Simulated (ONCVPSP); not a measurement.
Reading a pseudo-wave (fluorine (F))

Columns: radius, all-electron u(r) and pseudo u(r) of the 2p shell (level -11.11 eV) of fluorine in the configuration [He] 2s2 2p5; PBE, scalar-relativistic, ONCV scheme, ONCVPSP 4.0.1.

```json
{"r (bohr)": "0.057", "all-electron": "0.0543", "pseudo": "0.0240"}
{"r (bohr)": "0.115", "all-electron": "0.1725", "pseudo": "0.0939"}
{"r (bohr)": "0.172", "all-electron": "0.3077", "pseudo": "0.1988"}
{"r (bohr)": "0.230", "all-electron": "0.4418", "pseudo": "0.3295"}
{"r (bohr)": "0.288", "all-electron": "0.5612", "pseudo": "0.4694"}
{"r (bohr)": "0.345", "all-electron": "0.6602", "pseudo": "0.6018"}
{"r (bohr)": "0.402", "all-electron": "0.7405", "pseudo": "0.7180"}
{"r (bohr)": "0.460", "all-electron": "0.8039", "pseudo": "0.8124"}
{"r (bohr)": "0.518", "all-electron": "0.8500", "pseudo": "0.8793"}
{"r (bohr)": "0.575", "all-electron": "0.8805", "pseudo": "0.9195"}
{"r (bohr)": "0.632", "all-electron": "0.8984", "pseudo": "0.9378"}
{"r (bohr)": "0.690", "all-electron": "0.9057", "pseudo": "0.9392"}
{"r (bohr)": "0.747", "all-electron": "0.9041", "pseudo": "0.9289"}
{"r (bohr)": "0.805", "all-electron": "0.8954", "pseudo": "0.9113"}
{"r (bohr)": "0.862", "all-electron": "0.8813", "pseudo": "0.8901"}
{"r (bohr)": "0.920", "all-electron": "0.8627", "pseudo": "0.8665"}
{"r (bohr)": "0.977", "all-electron": "0.8411", "pseudo": "0.8424"}
{"r (bohr)": "1.035", "all-electron": "0.8168", "pseudo": "0.8170"}
{"r (bohr)": "1.092", "all-electron": "0.7912", "pseudo": "0.7911"}
{"r (bohr)": "1.150", "all-electron": "0.7640", "pseudo": "0.7640"}
{"r (bohr)": "1.208", "all-electron": "0.7362", "pseudo": "0.7361"}
{"r (bohr)": "1.265", "all-electron": "0.7085", "pseudo": "0.7085"}
{"r (bohr)": "1.322", "all-electron": "0.6809", "pseudo": "0.6809"}
{"r (bohr)": "1.380", "all-electron": "0.6530", "pseudo": "0.6530"}
{"r (bohr)": "1.438", "all-electron": "0.6256", "pseudo": "0.6256"}
{"r (bohr)": "1.495", "all-electron": "0.5991", "pseudo": "0.5991"}
```

(1) How many radial nodes do the two functions have?

(2) At about which radius was the pseudo-wave matched?

(3) Where does each function peak?

(4) Is the pseudo-wave norm-conserving?

Answers

(1) The all-electron 2p function has n − l − 1 = 0; the pseudo-wave has 0.

(2) 1.15 bohr. The columns agree to 0.0005 from 1.03 bohr on; several derivatives are matched, so the curves merge somewhat inside the radius.

(3) Outermost all-electron maximum near 0.69 bohr, pseudo maximum near 0.69 bohr (to the table’s step).

(4) Yes: the ONCV scheme keeps the norm inside the radius equal to the all-electron one, which fixes the energy derivative of the logarithmic derivative at the level.
